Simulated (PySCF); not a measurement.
# Mn⁺: excitation energy

Mn⁺ [Ar] 3d5 4s1 (7S) → Mn⁺ [Ar] 3d4 4s1 4p1 (high-spin determinant), as a difference of total energies. All numbers are calculated (PySCF 2.14, the non-relativistic Hamiltonian (point nucleus), in aug-cc-pwCVTZ (10s9p7d4f3g, 127 functions)). Correlated levels: valence: [Ar] frozen; valence and next inner shell: [Ne] frozen; nothing frozen. The calculations carry no spin-orbit coupling.

| method | excitation energy (eV) |
| --- | --- |
| UHF | 9.542 |
| PBE | 10.865 |
| PBE0 | 10.674 |
| r2SCAN | 10.752 |
| B97-3 | 10.601 |
| M06-2X | 10.303 |
| MP2 (valence) | 10.293 |
| SCS-MP2 (valence) | 9.792 |
| MP2 (valence and next inner shell) | 10.751 |
| SCS-MP2 (valence and next inner shell) | 10.276 |
| MP2 (all electrons) | 10.779 |
| SCS-MP2 (all electrons) | 10.294 |

Problem. Estimate what LDA gives.

Solution. 11.166 eV, closest to PBE among the rows shown.

Problem. Estimate what r2SCAN0 gives.

Solution. 10.619 eV, closest to B97-3 among the rows shown.

A first-order spin-orbit estimate (lowest level to lowest level, LS coupling) adds -0.101 eV.

The determinant of the upper state mixes LS terms, which raises its energy above the lowest term, most at the Hartree-Fock and MP2 levels.
